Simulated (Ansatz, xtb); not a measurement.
Species: HfF, net charge 1, triplet state. This is an excited triplet: at this geometry the singlet lies 0.18 eV lower at CCSD(T)/CBS(def2-TZVPPD,def2-QZVPPD). 
Geometry from a B3LYP-D3(BJ)/def2-TZVP (Ansatz, a quantum-chemistry and plane-wave program) optimisation:
```xyz
2

Hf     0.0000     0.0000    -0.2032
F      0.0000     0.0000     1.6254
```
Charge +1, spin multiplicity 3.

Harmonic wavenumbers from GFN2-xTB (xtb, at its own minimum), cm⁻¹: 308.

### Question
Give the harmonic wavenumbers at B3LYP-D3(BJ)/def2-TZVP (Ansatz, finite differences of forces, unscaled).

### Answer
739 cm⁻¹. Zero-point energy 1.1 kcal/mol.

### Question
From these and the geometry, give the ideal-gas thermochemistry at 298.15 K and 1 atm (rigid rotor, harmonic oscillator).

### Answer
Point group C∞v, rotational symmetry number 1. Rotational constants 8.803, 8.803 GHz. S(trans) 41.75, S(rot) 15.02, S(vib) 0.26, S(elec, spin only) 2.18, S 59.2 cal/(mol K). H(298) - H(0) 2.14 kcal/mol; G - E(el) -14.5 kcal/mol.
